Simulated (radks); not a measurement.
Valence configurations of Mn3+ (all share [Ar]). Method: Dirac Kohn-Sham, PBE, spin-unpolarised, spherical densities, point nucleus; open shells fill j = l - 1/2 first; computed with a radial shooting solver on a logarithmic mesh with Libxc functionals. Energies are relative to 3d4; eigenvalues in eV.

valence	E (eV)	e(3d3/2)	e(4p1/2)	e(4p3/2)	e(4s1/2)
3d4	0.000	-41.242	-	-	-
3d3 4s1	13.294	-48.435	-	-	-32.789
3d3 4p1	20.310	-49.472	-26.360	-	-
3d2 4s2	31.496	-56.313	-	-	-35.442
3d2 4s1 4p1	38.952	-57.301	-28.511	-	-35.985
3d2 4p2	46.442	-58.270	-29.003	-	-
3d1 4s2 4p1	63.163	-65.728	-30.597	-	-38.515
3d1 4p3	79.290	-67.607	-31.504	-31.277	-
4s1 4p3	110.60	-	-33.469	-33.216	-41.885

NIST lists [Ar] 3d4 as the ground configuration; this level of theory agrees among the configurations tried. The energies are those of spherical spin-averaged densities, not of single terms.
